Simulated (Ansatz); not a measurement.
Consider the redistribution: `OB(Br)O[SiH3]` + `[BH2][Ga]([OH])[F]` → `BB(O)Br` + `[OH][Ga]([F])[O][SiH3]`.

Program: Ansatz. Geometries: PBE0-D4/def2-TZVP. ΔE: electronic, gas phase. CCSD(T)/CBS adds triple-zeta CCSD(T) − MP2 to the extrapolated MP2 energy (def2 sets, frozen cores). Functionals use def2-TZVPP. For Br, Ga outer-core shells are correlated without core-valence functions, which leaves a few kJ/mol of doubt a bond. Scalar relativity is left out up to krypton. One conformer a species, not always the lowest.

```
                 species  r2SCAN energy (Eh)
         `OB(Br)O[SiH3]`         -3041.49260
    `[BH2][Ga]([OH])[F]`         -2126.59579
               `BB(O)Br`         -2700.89845
`[OH][Ga]([F])[O][SiH3]`         -2467.16047
```

**Question.** Work out ΔE.

**Answer.** ΔE = (-2700.89845) + (-2467.16047) − (-3041.49260) − (-2126.59579) = 0.02947 Eh = +77.4 kJ/mol. CCSD(T)/CBS gives +80.2 kJ/mol.

Largest T1 diagnostic among the species: 0.014.

At CCSD(T), def2-SVP lies −4.3 kJ/mol from the extrapolated value and def2-TZVPP −7.0 kJ/mol. Leaving LDA and LC-ωPBE aside and taking each functional with its dispersion term where it has one, the values, not all of them listed here, spread over 10.8 kJ/mol, from B2PLYP to ωB97M-V. LDA lies +10.2 kJ/mol from PBE without D4. From BLYP to BHLYP (50 % exact exchange), in def2-TZVPP and without D4, ΔE moves by +3.7 kJ/mol.
